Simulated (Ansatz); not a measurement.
A nudged elastic band was laid between two geometries of CH4OZn + H2 (9 atoms, charge 0, multiplicity 1).

Method: Ansatz, RHF/def2-SVP.

```
movable images  : 9
climbing image  : yes
spring          : 5.0 eV/Å²
optimiser       : quadratic models (default)
start path      : through a guess of the saddle point
force threshold : 0.05 eV/Å
iteration limit : 60
end points      : relaxed
```

First end point:

```xyz
9
Properties=species:S:1:pos:R:3
Zn 0.259 -0.175 0.775
C 0.717 -0.638 2.645
H -0.150 -1.036 3.178
H 1.508 -1.391 2.685
H 1.067 0.242 3.190
O -0.120 0.318 -0.906
H -0.542 -0.236 -1.541
H -2.125 1.856 -0.732
H -2.754 2.247 -0.617
```

Last end point:

```xyz
9
Properties=species:S:1:pos:R:3
Zn -0.906 0.993 -1.401
C 0.021 -0.118 2.732
H -0.270 -1.121 3.045
H 0.207 -0.106 1.659
H 0.928 0.174 3.261
O 0.386 -0.181 -1.015
H 0.251 -1.095 -0.831
H -1.979 2.061 -1.752
H -0.779 0.581 2.980
```

(1) Which bonds break or form, and what moves?

(2) Give the energies along the band, and the barrier.

(3) What is the geometry of the highest image?

The band took 27 iterations and about 7 core-minutes.

Answers

(1) Bonds broken: Zn1–C2, H8–H9. Bonds formed: Zn1–H8, C2–H9. CH4OZn + H2 becomes CH4 + H2OZn.

(2) The forces met the threshold. The highest image is number 6 of 0 to 10, 56.3 kcal/mol above the first end and 73.0 kcal/mol above the last; the last end lies 16.7 kcal/mol below the first. Neighbouring images differ by up to 2.9 eV, so the band resolves the path poorly. A vibrational analysis at the climbing image gives one clearly imaginary mode, 1983i cm⁻¹: a first-order saddle point. The orbitals stay closed-shell, which can raise the energy where a bond breaks towards radicals; this wasn't checked here.

```json
{"image": "0", "path coordinate (Å)": "0.00", "energy (kcal/mol)": "0.0", "Zn1–C2 (Å)": "1.98", "H8–H9 (Å)": "0.75", "Zn1–H8 (Å)": "3.48"}
{"image": "1", "path coordinate (Å)": "0.95", "energy (kcal/mol)": "0.1", "Zn1–C2 (Å)": "1.98", "H8–H9 (Å)": "0.75", "Zn1–H8 (Å)": "3.26"}
{"image": "2", "path coordinate (Å)": "1.89", "energy (kcal/mol)": "0.6", "Zn1–C2 (Å)": "1.98", "H8–H9 (Å)": "0.75", "Zn1–H8 (Å)": "3.02"}
{"image": "3", "path coordinate (Å)": "2.83", "energy (kcal/mol)": "1.2", "Zn1–C2 (Å)": "1.98", "H8–H9 (Å)": "0.75", "Zn1–H8 (Å)": "2.93"}
{"image": "4", "path coordinate (Å)": "3.78", "energy (kcal/mol)": "2.5", "Zn1–C2 (Å)": "1.98", "H8–H9 (Å)": "0.75", "Zn1–H8 (Å)": "2.97"}
{"image": "5", "path coordinate (Å)": "4.72", "energy (kcal/mol)": "12.3", "Zn1–C2 (Å)": "2.00", "H8–H9 (Å)": "0.75", "Zn1–H8 (Å)": "2.40"}
{"image": "6", "path coordinate (Å)": "5.67", "energy (kcal/mol)": "56.3", "Zn1–C2 (Å)": "2.22", "H8–H9 (Å)": "1.07", "Zn1–H8 (Å)": "1.81"}
{"image": "7", "path coordinate (Å)": "6.86", "energy (kcal/mol)": "-9.5", "Zn1–C2 (Å)": "3.10", "H8–H9 (Å)": "2.08", "Zn1–H8 (Å)": "1.56"}
{"image": "8", "path coordinate (Å)": "8.06", "energy (kcal/mol)": "-15.0", "Zn1–C2 (Å)": "3.50", "H8–H9 (Å)": "2.95", "Zn1–H8 (Å)": "1.55"}
{"image": "9", "path coordinate (Å)": "9.25", "energy (kcal/mol)": "-16.3", "Zn1–C2 (Å)": "3.80", "H8–H9 (Å)": "3.86", "Zn1–H8 (Å)": "1.55"}
{"image": "10", "path coordinate (Å)": "10.45", "energy (kcal/mol)": "-16.7", "Zn1–C2 (Å)": "4.38", "H8–H9 (Å)": "5.10", "Zn1–H8 (Å)": "1.55"}
```

(3) 
```xyz
9
Properties=species:S:1:pos:R:3:forces:R:3
Zn -0.461 0.377 0.029 0.01 0.01 0.01
C -0.023 -0.049 2.165 0.00 -0.02 0.00
H -0.487 -1.033 2.281 0.00 0.00 0.01
H 1.066 -0.165 2.156 -0.01 0.00 -0.01
H -0.271 0.523 3.065 0.00 0.00 0.00
O -0.269 -0.307 -1.615 0.00 0.00 0.00
H 0.157 -1.140 -1.728 0.00 0.00 0.00
H -1.141 1.851 0.828 -0.02 -0.02 0.01
H -0.711 1.130 1.496 0.03 0.02 -0.02
```

Time of the run: 6.6 min on 1 thread of Arm Neoverse V2 (shared host), peak memory 0.16 GiB.
